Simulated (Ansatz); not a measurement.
`O[SiH2]C(O)Cl`, relaxed with RKS PBE0-D4/def2-TZVP in Ansatz from a PBE-D4/def2-SVP geometry. The force threshold is 0.005 eV/Å; the program also tests the step.

The species carries charge 0 and has multiplicity 1.

Start:

```xyz
10

O     0.251   -0.485    2.100
Si    0.574    0.524    0.802
C    -0.510   -0.047   -0.677
O    -0.158    0.598   -1.834
Cl   -0.165   -1.919   -0.752
H     0.236   -1.420    1.815
H     1.997    0.491    0.318
H     0.185    1.908    1.224
H    -1.602   -0.039   -0.463
H    -0.808    0.389   -2.534
```

Problem. By how much does the energy fall, and how many steps does the optimiser take? (Best estimate.)

Solution. Ansatz gave: 0.08 eV, in 7 steps.

Problem. Which bonds change most? (An estimate is asked.)

Solution. The calculation gave: C3–Cl5 from 1.905 to 1.840 Å; O1–Si2 from 1.676 to 1.640 Å; Si2–H7 from 1.503 to 1.483 Å; Si2–C3 from 1.920 to 1.901 Å.

Problem. Give the relaxed structure. (An estimate is asked.)

Solution. Computed: 
```xyz
10

O     0.232   -0.447    2.093
Si    0.549    0.495    0.789
C    -0.519   -0.071   -0.679
O    -0.175    0.628   -1.811
Cl   -0.177   -1.871   -0.856
H     0.331   -1.393    1.962
H     1.957    0.419    0.329
H     0.176    1.876    1.173
H    -1.593   -0.050   -0.471
H    -0.781    0.414   -2.529
```
